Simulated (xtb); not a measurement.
CsF, charge +1, doublet, geometry from GFN2-xTB (such geometries of metal compounds can be far from the true shape) (a state made from the parent by changing its charge; the spin is typed, not shown lowest), atoms displaced at random by about 0.06 Å a coordinate; xtb with GFN2-xTB.

xtb was given this input:
```
$ xtb mol.xyz --gfn 2 --chrg 1 --uhf 1 --ohess --json

# file mol.xyz
2

Cs    -0.00614650    -0.01242975    -0.48948388
F      0.08030043    -0.05575716     3.06151803
```

**Question.** Predict the main parts of the log of this xtb run.

**Answer.** 
```
   ID    Z sym.   atoms
    1   55 Cs     1
    2    9 F      2

           -------------------------------------------------
          |                Calculation Setup                |
           -------------------------------------------------

           -------------------------------------------------
          |                 G F N 2 - x T B                 |
           -------------------------------------------------

          ...................................................
          :                      SETUP                      :
          :.................................................:
          :  # basis functions                   8          :
          :  # atomic orbitals                   8          :
          :  # shells                            4          :
          :  # electrons                         7          :
          :  max. iterations                   250          :
          :  Hamiltonian                  GFN2-xTB          :
          :  restarted?                      false          :
          :  GBSA solvation                  false          :
          :  PC potential                    false          :
          :  electronic temp.          300.0000000     K    :
          :  accuracy                    1.0000000          :
          :  -> integral cutoff          0.2500000E+02      :
          :  -> integral neglect         0.1000000E-07      :
          :  -> SCF convergence          0.1000000E-05 Eh   :
          :  -> wf. convergence          0.1000000E-03 e    :
          :  Broyden damping             0.4000000          :
          :  net charge                          1          :
          :  unpaired electrons                  1          :
          ...................................................

 iter      E             dE          RMSdq      gap      omega  full diag
   1     -4.1453324 -0.414533E+01  0.241E+01    0.61       0.0  T
   2     -4.4291252 -0.283793E+00  0.347E+00    9.24       1.0  T
   3     -4.4304874 -0.136226E-02  0.381E+00    6.89       1.0  T
   4     -2.4763303  0.195416E+01  0.244E+01    0.00       1.0  T
   5     -2.7855805 -0.309250E+00  0.218E+01    0.06       1.0  T
   6     -4.4314742 -0.164589E+01  0.159E+00    4.60       1.0  T
   7     -4.4307262  0.747986E-03  0.126E+00    6.45       1.0  T
   8     -4.4308069 -0.807559E-04  0.118E+00    6.29       1.0  T
   9     -4.4308817 -0.747946E-04  0.110E+00    6.15       1.0  T
  10     -4.4308999 -0.181400E-04  0.105E+00    6.11       1.0  T
  11     -4.4309597 -0.597958E-04  0.950E-01    5.99       1.0  T
  12     -4.4311380 -0.178324E-03  0.682E-01    5.62       1.0  T
  13     -4.4312545 -0.116461E-03  0.563E-01    5.34       1.0  T
  14     -4.4313001 -0.456639E-04  0.532E-01    5.22       1.0  T
  15     -4.4313211 -0.209805E-04  0.511E-01    5.17       1.0  T
  16     -4.4313808 -0.596703E-04  0.422E-01    4.99       1.0  T
  17     -4.4314647 -0.839494E-04  0.246E-01    4.68       1.0  T
  18     -4.4315023 -0.376089E-04  0.105E-01    4.43       1.0  T
  19     -4.4315095 -0.712550E-05  0.308E-02    4.31       2.3  T
  20     -4.4315096 -0.186486E-06  0.927E-03    4.26       7.6  T
  21     -4.4315097 -0.627505E-07  0.641E-03    4.27      11.0  T
  22     -4.4315097 -0.408546E-07  0.370E-04    4.28     191.0  T
  23     -4.4315097 -0.445990E-10  0.664E-05    4.28    1065.0  T

   *** convergence criteria satisfied after 23 iterations ***

         :::::::::::::::::::::::::::::::::::::::::::::::::::::
         ::                     SUMMARY                     ::
         :::::::::::::::::::::::::::::::::::::::::::::::::::::
         :: total energy              -4.431509674234 Eh    ::
         :: gradient norm              0.000732823241 Eh/a0 ::
         :: HOMO-LUMO gap              4.281000138818 eV    ::
         ::.................................................::
         :: SCC energy                -4.431509745881 Eh    ::
         :: -> isotropic ES            0.183492453226 Eh    ::
         :: -> anisotropic ES         -0.000938701112 Eh    ::
         :: -> anisotropic XC          0.000048336288 Eh    ::
         :: -> dispersion             -0.000470848714 Eh    ::
         :: repulsion energy           0.000000071648 Eh    ::
         :: add. restraining           0.000000000000 Eh    ::
         :: total charge               1.000000000014 e     ::
         :::::::::::::::::::::::::::::::::::::::::::::::::::::

      -----------------------------------------------------------
     |                   =====================                   |
     |                        A N C O P T                        |
     |                   =====================                   |
     |               Approximate Normal Coordinate               |
     |                Rational Function Optimizer                |
      -----------------------------------------------------------
      -----------------------------------------------------------
     |                   =====================                   |
     |                        A N C O P T                        |
     |                   =====================                   |
     |               Approximate Normal Coordinate               |
     |                Rational Function Optimizer                |
      -----------------------------------------------------------

          ...................................................
          :                      SETUP                      :
          :.................................................:
          :   optimization level            normal          :
          :   max. optcycles                   200          :
          :   ANC micro-cycles                  20          :
          :   degrees of freedom                 1          :
          :.................................................:
          :   RF solver                   davidson          :
[...]
 * total energy  :    -4.4315097 Eh     change       -0.1326939E-11 Eh
   *** GEOMETRY OPTIMIZATION CONVERGED AFTER 1 ITERATIONS ***
         :: total energy              -4.431509674235 Eh    ::
[...]
         4        1.5054           -0.7431280             -20.2215 (HOMO)
         5                         -0.5858064             -15.9406 (LUMO)
         6                         -0.3093835              -8.4188
         7                         -0.3093835              -8.4188
         8                         -0.2487197              -6.7680
      -------------------------------------------------------------
                  HL-Gap            0.1573215 Eh            4.2809 eV
             Fermi-level           -0.7037873 Eh          -19.1510 eV

     #   Z          covCN         q      C6AA      α(0)
     1  55 Cs       0.351     0.927  5975.080   386.798
     2   9 F        0.351     0.073     9.004     3.511

 Mol. C6AA /au·bohr⁶  :       6226.760251
 Mol. C8AA /au·bohr⁸  :    2196974.856046
 Mol. α(0) /au        :        390.308924

Wiberg/Mayer (AO) data.
largest (>0.10) Wiberg bond orders for each atom

 ---------------------------------------------------------------------------
     #   Z sym  total        # sym  WBO       # sym  WBO       # sym  WBO
 ---------------------------------------------------------------------------
     1  55 Cs   0.141 --     2 F    0.141
     2   9 F    0.141 --     1 Cs   0.141
 ---------------------------------------------------------------------------

molecular dipole:
                 x           y           z       tot (Debye)
 q only:        0.000      -0.029      -0.437
   full:       -0.007      -0.026      -0.753       1.916
molecular quadrupole (traceless):
                xx          xy          yy          xz          yz          zz
 q only:       -1.613      -0.001      -1.614       0.111      -0.036       3.227
  q+dip:       -1.818      -0.001      -1.819       0.121      -0.027       3.637
   full:       -0.771      -0.000      -0.771       0.044       0.011       1.542

           -------------------------------------------------
          |               Frequency Printout                |
           -------------------------------------------------
 vibrational frequencies (cm⁻¹)
Molecule has the following symmetry elements: (Cinf) (sigma)
It seems to be the Cinfv point group
eigval :        0.00     0.00     0.00     0.00     0.00    62.67
 reduced masses (amu)
   1: 33.24   2: 33.24   3:118.66   4:118.66   5:118.66   6: 33.24
 IR intensities (km·mol⁻¹)
   1:  0.58   2:  0.58   3:  6.42   4:  6.42   5:  6.42   6:  0.64
 Raman intensities (Ä⁴*amu⁻¹)
   1:  0.00   2:  0.00   3:  0.00   4:  0.00   5:  0.00   6:  0.00
 output can be read by thermo (or use thermo option).
 writing <g98.out> molden fake output.
 recommended (thermochemical) frequency scaling factor: 1.0
           -------------------------------------------------
          |             Thermodynamic Functions             |
           -------------------------------------------------

cin symmetry found (for desy threshold:  0.10E+00) used in thermo

          ...................................................
          :                      SETUP                      :
          :.................................................:
          :  # frequencies                           1      :
          :  # imaginary freq.                       0      :
          :  linear?                              true      :
          :  only rotor calc.                    false      :
          :  symmetry                              cin      :
          :  rotational number                       1      :
          :  scaling factor                  1.0000000      :
          :  rotor cutoff                   50.0000000 cm⁻¹ :
          :  imag. cutoff                  -20.0000000 cm⁻¹ :
          :.................................................:

    mode    ω/cm⁻¹     T·S(HO)/kcal·mol⁻¹    T·S(FR)/kcal·mol⁻¹   T·S(vib)
   ------------------------------------------------------------------------
       1     62.67    -1.30329 ( 71.17%)    -0.98906 ( 28.83%)    -1.21269
   ------------------------------------------------------------------------

   temp. (K)  partition function   enthalpy   heat capacity  entropy
                                   cal/mol     cal/K/mol   cal/K/mol   J/K/mol
 298.15  VIB   3.83                  507.415      1.690      4.067
         ROT  0.258E+04              592.502      1.987     17.597
         INT  0.988E+04             1099.916      3.677     21.665
         TR   0.181E+28             1481.254      4.968     40.946
         TOT                        2581.1703     8.6455    62.6102   261.9611

       T/K    H(0)-H(T)+PV         H(T)/Eh          T*S/Eh         G(T)/Eh
   ------------------------------------------------------------------------
    298.15    0.411336E-02    0.425613E-02    0.297481E-01   -0.254920E-01
   ------------------------------------------------------------------------

         :::::::::::::::::::::::::::::::::::::::::::::::::::::
         ::                  THERMODYNAMIC                  ::
         :::::::::::::::::::::::::::::::::::::::::::::::::::::
         :: total free energy          -4.457001664975 Eh   ::
         ::.................................................::
         :: total energy               -4.431509674235 Eh   ::
         :: zero point energy           0.000142776179 Eh   ::
         :: G(RRHO) w/o ZPVE           -0.025634766919 Eh   ::
         :: G(RRHO) contrib.           -0.025491990740 Eh   ::
         :::::::::::::::::::::::::::::::::::::::::::::::::::::

optimized geometry written to: xtbopt.xyz

           -------------------------------------------------
          | TOTAL ENERGY               -4.431509674235 Eh   |
          | TOTAL ENTHALPY             -4.427253541326 Eh   |
          | TOTAL FREE ENERGY          -4.457001664975 Eh   |
          | GRADIENT NORM               0.000732775231 Eh/α |
          | HOMO-LUMO GAP               4.280936788449 eV   |
           -------------------------------------------------

normal termination of xtb
```
